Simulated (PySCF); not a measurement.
A structure optimised at PBE0-D3(BJ)/def2-TZVPD, used in a PySCF frequency run:

```xyz
2

Mg     0.0000     0.0000    -0.7569
F      0.0000     0.0000     1.0092
```
Charge 0, spin multiplicity 2.

Problem. Write its SMILES, formula and point group.

Solution. [F][Mg], FMg, C∞v

Problem. What are its rotational constants (standard atomic weights)?

Solution. 15.196 GHz (linear rotor, B only)
